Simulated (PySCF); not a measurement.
# S³⁺ (sulfur, charge +3): UHF calculation

Configuration: [Ne] 3s2 3p1, 2P determinant. All numbers are calculated (PySCF 2.14, the non-relativistic Hamiltonian (point nucleus), in aug-cc-pV(5+d)Z (8s7p6d4f3g2h, 136 functions)).

| Quantity | Value |
| --- | --- |
| Total energy | -395.083408 hartree |
| One-electron energy | -526.6659 hartree |
| Hartree (Coulomb) energy | 155.5751 hartree |
| Exchange energy | -23.9925 hartree |
| Kinetic energy | 395.00929 hartree |
| ⟨S²⟩ | 0.7620 |
| ⟨L²⟩ | 2.036 |
| Sum of ⟨r⟩ | 8.535 bohr |
| Sum of ⟨r²⟩ | 10.63 bohr² |
| Traceless quadrupole moment −½Σ⟨3z² − r²⟩ along its main axis | -1.32 e·bohr² |
| Density at the nucleus (Gaussians lack the cusp) | 2660 bohr⁻³ |
| Spin density at the nucleus | 0.0132 bohr⁻³ |
| Langevin diamagnetic susceptibility | -8.42 ×10⁻⁶ cm³/mol |

```
shell  electrons  mean orbital energy (eV)  spread (eV)  rms radius, mean of both spins (bohr)
 1s α          1                   -2547.0            0                                  0.113
 1s β          1                   -2546.6            0                                  0.113
 2s α          1                   -286.98            0                                  0.516
 2s β          1                   -286.62            0                                  0.516
 2p α          3                   -223.81        0.692                                  0.490
 2p β          3                   -223.12        0.829                                  0.490
 3s α          1                   -59.321            0                                   1.64
 3s β          1                   -55.815            0                                   1.64
 3p α          1                   -47.059            0                                   1.79
```

Spin-orbit constants ζ (cm⁻¹) from the X2C one-electron operator on these orbitals (non-relativistic here): bare nucleus, nucleus screened by l(l+1)(2l+1)/3 electrons, and screened by the Breit-Pauli mean field of the electrons.

| shell | bare | screened nucleus | mean field |
| --- | --- | --- | --- |
| 2p | 7482 | 6547 | 6126 |
| 3p | 699.3 | 611.9 | 566.2 |

To first order the Landé constant is A = 566.2 cm⁻¹, so the lowest level has J = 1/2 and lies 0.0702 eV below the centre of the term.
